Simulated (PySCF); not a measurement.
C8H7FO.
SMILES with atom numbers: `[CH3:1][C:2](=[O:3])[c:4]1[cH:5][cH:6][cH:7][c:8]([F:9])[cH:10]1` (hydrogens: H11, H12, H13 on C1; H14 on C5; H15 on C6; H16 on C7; H17 on C10)

A linear-response calculation (PySCF, def2-SVPD basis, gas phase, vertical, core orbitals frozen in the response) gave these numbers; the functional is withheld.

Orbital energies (eV): HOMO-3 -11.80, HOMO-2 -9.22, HOMO-1 -9.09, HOMO -8.75, LUMO -0.88, LUMO+1 0.44, LUMO+2 1.23.

```csv
state,E (eV),f,"main configurations (H = HOMO, L = LUMO)"
S1,3.97,0.0001,"H-1→L (88%), H-1→L+4 (9%)"
S2,4.87,0.050,"H→L (78%), H-2→L+1 (10%)"
S3,5.49,0.178,"H-2→L (70%), H→L+1 (16%), H→L (12%)"
S4,6.56,0.337,"H→L+1 (63%), H-2→L (20%)"
S5,6.71,0.0001,H-1→L+1 (94%)
S6,6.80,0.385,"H-2→L+1 (70%), H→L+1 (13%)"
```

Triplets, Tamm–Dancoff:

| state | E (eV) | λ (nm) | main configurations (H = HOMO, L = LUMO) |
| --- | --- | --- | --- |
| T1 | 3.47 | 357.3 | H-1→L (85%), H-1→L+4 (12%) |
| T2 | 3.65 | 339.5 | H→L (52%), H-2→L (29%), H→L+1 (8%) |
| T3 | 4.12 | 300.6 | H-2→L (41%), H→L (41%) |
| T4 | 4.58 | 271.0 | H→L+1 (72%), H-2→L (20%) |

Vertical ionisation energy by ΔSCF with the same functional: 9.46 eV. Mean static polarisability: 95.3 au.

Task: Which of these was used?
A. HF
B. CAM-B3LYP
C. PBE
D. B3LYP

Result: B. CAM-B3LYP is range-separated, 19% exact exchange at short range and 65% at long range (ω = 0.33 bohr⁻¹). In this run −ε(HOMO) = 8.75 eV differs from the ΔSCF value by -0.71 eV, and S1 differs from the orbital gap of 7.87 eV by -3.90 eV. The ratio −ε(HOMO)/IP is 0.93. Usual ranges for neutral molecules in this basis: 0.85 to 0.93 with CAM-B3LYP, 0.5 to 0.7 with PBE, 0.67 to 0.83 with B3LYP; with Hartree–Fock the ratio is 1 or more (Koopmans' value less the relaxation energy is the ΔSCF value). The other options: PBE, a GGA without exact exchange; HF, time-dependent Hartree–Fock, 100% exact exchange; B3LYP, a global hybrid with 20% exact exchange.

Computed with TDDFT CAM-B3LYP/def2-SVPD, vertical, gas phase, core orbitals frozen in the response (PySCF 2.14.0, density-fitted response routines). Isolated species at its PBE0-D3(BJ)/def2-SVP geometry (one conformer only).

Time: 5.9 min. Hardware: one thread, x86-64 server, no GPU, on a shared host.

Shape of the structure used: `[CH3:1][C:2](=[O:3])[c:4]1[cH:5][cH:6][cH:7][c:8]([F:9])[cH:10]1`: C1–C2–C4–C5 180°.
